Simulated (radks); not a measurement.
Results of a calculation; reference values are marked as such.
Coulomb parameter of the 5d shell of the gold ion Au2+ in the model configuration [Xe] 4f14 5d7.5 6s1.5, as a second difference U = [E(n + 0.25) + E(n - 0.25) - 2 E(n)] / (0.25)^2 with all orbitals relaxed. "Bare": the charge of the atom changes with n. "Screened": the 6s shell takes up the change at fixed total charge, which measures U(5d,5d) + U(6s,6s) - 2 U(5d,6s). Code: a radial shooting solver on a logarithmic mesh with Libxc functionals. Model: Dirac Kohn-Sham, PBEsol, spin-unpolarised, spherical densities, finite nucleus; open shells are shared between the two j in proportion to 2j + 1; Fermi nuclear charge, rms radius 5.4371 fm.

| case | configuration | E - E(n) (eV) |
|---|---|---|
| start | [Xe] 4f14 5d7.5 6s1.5 | 0.000 |
| bare +0.25 | [Xe] 4f14 5d7.75 6s1.5 | -7.452 |
| bare -0.25 | [Xe] 4f14 5d7.25 6s1.5 | 8.271 |
| screened +0.25 | [Xe] 4f14 5d7.75 6s1.25 | -1.604 |
| screened -0.25 | [Xe] 4f14 5d7.25 6s1.75 | 1.691 |

U(bare) = 13.112 eV, U(screened by 6s) = 1.378 eV.
